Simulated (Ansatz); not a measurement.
| atom | x (Å) | y (Å) | z (Å) |
| --- | --- | --- | --- |
| Li | 0.0039 | -0.0027 | -0.4083 |
| H | -0.0091 | -0.0012 | 1.2024 |

Basis set: cc-pVDZ (spherical functions). All electrons are correlated. Charge 0, multiplicity 1.

Computed with Ansatz (development build ahead of 0.2.0); each method stands on the lowest determinant of its kind that the runs found. Restricted open shells among the atoms or ions are ROHF, correlated in semicanonical orbitals with singles.

Question: Give the atomization energy at this shape (free ground-state atoms in the same class of orbitals less the molecule, no zero-point energy) of singlet LiH by RHF-MP2, RHF.

Answer:

```csv
method,atomization energy
RHF-MP2,2.03 eV
RHF,1.42 eV
```
